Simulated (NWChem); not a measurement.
**Correlation energy of F2Sn**

```xyz
3

Sn     0.0000     0.0000     0.3462
F      1.4596     0.0000    -0.9616
F     -1.4596     0.0000    -0.9616
```
Charge 0, spin multiplicity 1.

Everything below was run with NWChem. The geometry was optimised at B3LYP/def2-SVP with def2 effective core potentials on Sn, a minimum by its harmonic frequencies.

Basis set: def2-SVP. Each correlation energy counts from its own Hartree-Fock reference.

Effective core potentials replace the inner electrons of Sn; spin-orbit coupling is left out. The correlated methods keep 6 core orbitals frozen. The structure started from a generated list of species. Coupled-cluster values serve here as a point of comparison, not as the truth.

| method | correlation energy (mHa) |
|---|---|
| CCSD+T(CCSD) | (withheld) |
| CCSD | -474.8 |
| CR-CCSD(T) | -482.3 |
| MP2 | -465.4 |
| SCS-MP2 | (withheld) |
| CR-CCSD[T] | -484.0 |
| CCSD(T) | -484.2 |

Task: Some entries are withheld; supply them.

Result: 
- CCSD+T(CCSD), correlation energy (mHa): -486.4
- SCS-MP2, correlation energy (mHa): -447.4
